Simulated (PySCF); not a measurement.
Computed with PBE-D3(BJ)/def2-TZVP // r2SCAN-D4/def2-SVP (PySCF). All species are isolated molecules in the gas phase. 

Reference species: [W(Cl)5(F)] (neutral, multiplicity 1).

```json
{
 "LUMO": "-5.81 eV",
 "mean_distance_from_the_central_atom_to_its_bonded_neighbours": "2.234 Å",
 "coordination_number": "6",
 "charge on the central atom (Mulliken)": "1.01 e"
}
```

Changed species: [W(Cl)6] (0 of 6 Cl replaced by F; the reference has 1 of 6 Cl replaced by F).

Task: Give the shifts of the LUMO, mean distance from the central atom to its bonded neighbours, coordination number and charge on the central atom (Mulliken).

Result: the LUMO rises by 0.10 eV, to -5.71 eV; the mean distance from the central atom to its bonded neighbours rises by 0.079 Å, to 2.313 Å; the coordination number hardly moves; the charge on the central atom (Mulliken) drops by 0.13 e, to 0.88 e.
